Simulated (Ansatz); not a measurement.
Energy profile

The step: Si₄H₉Cl ([SiH3][Si]([SiH3])([SiH3])[Cl]) + H₂O + HF → Si₃H₇Cl ([SiH3][SiH]([SiH3])[Cl]) + SiH₃F ([F][SiH3]) + H₂O; bonds formed: Si1–H8, Si2–F9; bonds broken: Si1–Si2, H8–F9 (atoms numbered as in the saddle structure below).

Si1  (-0.340, -0.047, 0.868)
Si2  (2.092, 0.759, 0.533)
Si3  (-1.380, 1.819, -0.084)
Si4  (-1.331, -2.129, 0.432)
Cl5  (-0.339, 0.052, 2.946)
H6  (0.882, -0.499, -1.953)
O7  (0.039, -0.031, -2.037)
H8  (1.153, -0.670, 0.174)
F9  (2.127, -1.023, -0.562)
H10  (3.167, 0.169, 1.354)
H11  (2.434, 1.419, -0.741)
H12  (1.499, 1.842, 1.386)
H13  (-2.408, 1.364, -1.054)
H14  (-0.379, 2.686, -0.750)
H15  (-2.046, 2.577, 1.009)
H16  (-0.541, -3.189, 1.107)
H17  (-1.407, -2.417, -1.023)
H18  (-2.707, -2.105, 0.995)
H19  (-0.516, -0.577, -2.599)
(Å)

Electronic energies by CCSD(T) at an estimated basis limit (MP2 extrapolated from triple and quadruple zeta, plus CCSD(T) − MP2 in triple zeta), on PBE0-D4/def2-TZVP structures; Si4H12ClOF, closed shell; no counterpoise correction. Ansatz 0.2.0; basis: def2-TZVPP and def2-QZVPP; cores frozen in the correlated methods. Extrapolation: Hartree–Fock as exp(−7.88 √X), correlation as X^−2.97.

**Question.** Give the profile in kJ/mol, counted from the separated reactants. (An estimate is asked for; the value comes from the calculation.)

**Answer.** Computed:
| point | kJ/mol |
| --- | --- |
| separated: Si4H9Cl (linked as [SiH3][Si]([SiH3])([SiH3])[Cl]; Si1, Si2, Si3, Si4, Cl5, H10, H11, H12, H13, H14, H15, H16, H17, H18; singlet) + H2O (H6, O7, H19; singlet) + HF (H8, F9; singlet) | 0.0 |
| start structure | -37.4 |
| saddle | 128.1 |
| end structure | -150.7 |

T1 diagnostic: at most 0.014.

For scale, one of the runs: CCSD(T)/def2-TZVPP, 440 basis functions, launched by `ansatz run in.yaml --threads 5 --pin off --events-out ev --progress --plain --max-ram 66560MiB --backend cuda --devices 0, --max-vram 37GiB`. Time: 29 s of wall clock on 5 CPU threads of an AMD EPYC 7R13 and a share of one NVIDIA H100; the host was shared. Peak host memory: 1 GiB.
